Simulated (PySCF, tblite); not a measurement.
A set of runs on `C#CC1=[C](F)[GeH2][O]1`; the geometry of each is named by its level. Settings lines and outputs come from a driver script.

Compound: C4H3FGeO.
Numbering: `[CH:1]#[C:2][C:3]1=[C:4]([F:5])[GeH2:6][O:7]1` (hydrogens: H8 on C1; H9, H10 on Ge6)

Step 1: GFN2-xTB geometry optimisation, gas phase (tblite 0.8.0) (from a force-field or distance-geometry start)
```json
{"job": {"kind": "relax", "xc": "GFN2-xTB", "basis": "xTB"}, "charge": 0, "multiplicity": 1}
```
```
step      E/eV     max force
  0    -562.45292    3.731
  1    -562.64928    6.045
  2    -562.81288    2.099
...
 34    -563.19142    0.016
 35    -563.19144    0.013
 36    -563.19146    0.016
 37    -563.19148    0.012
 38    -563.19149    0.006
```

Energy lowered by 17.0 kcal/mol over 38 steps; largest atomic force 0.006 eV/Å at the end. «max force» is the largest atomic force in eV/Å.

On one thread, Intel Xeon at 2.50 GHz (x86_64), shared host with 64 logical CPUs at a one-minute load of 58, this took 0.53 s wall.

Step 2: GFN2-xTB harmonic vibrations, gas phase (tblite 0.8.0) (on the GFN2-xTB geometry)
```json
{"job": {"kind": "ir", "xc": "GFN2-xTB", "basis": "xTB"}, "charge": 0, "multiplicity": 1}
```
```
(table of modes left out)
```

24 modes from 95 to 3394 cm⁻¹ (unscaled, harmonic); zero-point energy 30.5 kcal/mol; all wavenumbers are real at this level.

The run took 0.66 s of wall time on one thread, Intel Xeon at 2.50 GHz (x86_64), on a shared host.

Step 3: TDDFT PBE0/def2-SVPD, vertical, gas phase, core orbitals frozen in the response (PySCF 2.14.0, density-fitted response routines) (on the GFN2-xTB geometry)
```json
{"job": {"kind": "uv", "xc": "PBE0", "basis": "def2-SVPD", "nstates": 8, "ntriplets": 3}, "charge": 0, "multiplicity": 1}
```
```
...
Static polarisability (au): isotropic 80.943, principal 54.222 65.438 123.168
Singlet excitations
state   eV       nm        f      main configurations
  1   3.7930    326.9   0.00136   H->L 0.99
  2   4.6546    266.4   0.15884   H->L+1 0.94
  3   5.4778    226.3   0.00000   H->L+2 0.58, H-1->L+1 0.23, H->L+3 0.13
  4   5.5774    222.3   0.00069   H-1->L+1 0.70, H->L+2 0.26
  5   5.7739    214.7   0.00008   H->L+3 0.62, H->L+2 0.13, H-2->L 0.12
  6   6.0016    206.6   0.00241   H-1->L 0.47, H-2->L+1 0.46
  7   6.1384    202.0   0.00121   H->L+4 0.89
  8   6.1881    200.4   0.00001   H-2->L 0.80, H->L+3 0.15
Triplet excitations (Tamm-Dancoff, eV): 2.8993 3.5822 5.0004
```

HOMO -6.53 eV, LUMO -1.39 eV; lowest singlet 3.79 eV; lowest triplet 2.90 eV (Tamm–Dancoff); mean polarisability 80.9 au.

On an Intel Xeon at 2.50 GHz with one thread, no GPU, shared host, this took 65 s wall and 0.76 GiB of memory at its peak.

Geometry of the electronic-property runs (GFN2-xTB):
```
atom  x, y, z in Å
C1    -2.8818    0.1164   -0.1663
C2    -1.6948    0.0518    0.0090
C3    -0.3084   -0.0356    0.2134
C4     0.6235    0.9220    0.3856
F5     0.4793    2.2567    0.4093
Ge6    1.9924   -0.4612    0.5426
O7     0.3203   -1.2607    0.2646
H8    -3.9175    0.1852   -0.3189
H9     2.5109   -0.9285    1.8795
H10    2.8849   -0.8414   -0.6124
```

 (This holds for the electronic-property runs.)
